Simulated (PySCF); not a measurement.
Spectrum to structure. Method: TDDFT CAM-B3LYP/def2-SVPD, vertical, gas phase, core orbitals frozen in the response in PySCF. Geometries: GFN2-xTB, one conformer each.

```json
{"state": "S1", "λ (nm)": "251.1", "f": "0.014"}
{"state": "S2", "λ (nm)": "213.6", "f": "0.021"}
{"state": "S3", "λ (nm)": "210.5", "f": "0.014"}
{"state": "S4", "λ (nm)": "190.4", "f": "0.021"}
{"state": "S5", "λ (nm)": "187.0", "f": "0.0046"}
{"state": "S6", "λ (nm)": "182.3", "f": "0.017"}
{"state": "S7", "λ (nm)": "176.4", "f": "0.078"}
{"state": "S8", "λ (nm)": "175.7", "f": "0.100"}
```

Triplets computed (Tamm–Dancoff): 4.21, 4.68, 5.02 eV.

Question: Which structure fits?
A. `C1CC[C@H]2O[C@H]2C1`
B. `CC[C@@H]1CC=C[S@]1=O`
C. `C1COC[C@H]1C(C)=S`

Answer: B. Its S1 lies at 4.94 eV; the nearest of the others has S1 at 2.57 eV. S1 is HOMO→LUMO (93%). Löwdin shares by element: HOMO oxygen 47%, sulfur 31%, carbon 12% or more; LUMO carbon 60% or more, sulfur 18% (atoms not listed hold the other 22%). At the same level the other candidates give, for their lowest levels:
- `C1CC[C@H]2O[C@H]2C1`: 161 nm (f 0.025); 154 nm (f 0.001); 150 nm (f 0.014); 149 nm (f 0.022); 147 nm (f 0.023); T1 7.51 eV; HOMO -9.14, LUMO 1.39 eV
- `CC(=S)[C@H]1CCOC1`: 483 nm (f 0.000); 229 nm (f 0.273); 205 nm (f 0.045); 204 nm (f 0.076); 191 nm (f 0.007); T1 2.13 eV; HOMO -7.61, LUMO -0.80 eV

Shape of the structure used: `[CH3:1][CH2:2][C@@H:3]1[CH2:4][CH:5]=[CH:6][S@:7]1=[O:8]`: C1–C2–C3–C4 -179°.
